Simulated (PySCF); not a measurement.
Molecule: sum formula FeO2H2 (charge 0, quintet). The spin state was set by rule; other spins were not relaxed. SMILES: [Fe]([OH])[OH]
Structure (B3LYP-D3(BJ)/def2-TZVP (Ansatz) minimum search):
```
Fe
O 1 1.7904
H 2 0.9581 1 129.41
O 1 1.7904 3 165.21 2 170.24
H 4 0.9581 1 129.41 3 97.39
```
Charge 0, spin multiplicity 5.

Dispersion corrections to the total energy (kcal/mol) from the dftd3 and dftd4 libraries through PySCF: D3(BJ) without and D4 with the three-body term, each with the damping fitted for the functional named.

| functional | D3(BJ) | D4 |
|---|---|---|
| r2SCAN | [?] | -0.30 |
| TPSSh | -1.46 | -1.58 |
| TPSS | -1.58 | -1.76 |
| BLYP | -2.80 | -2.90 |
| B2GP-PLYP | [?] | -0.55 |
| PW6B95 | -0.71 | -1.26 |
| B3LYP | -2.32 | [?] |

Task: Fill in the missing entries.

Result: 
- r2SCAN, D3(BJ): -0.33
- B2GP-PLYP, D3(BJ): -1.11
- B3LYP, D4: -2.14
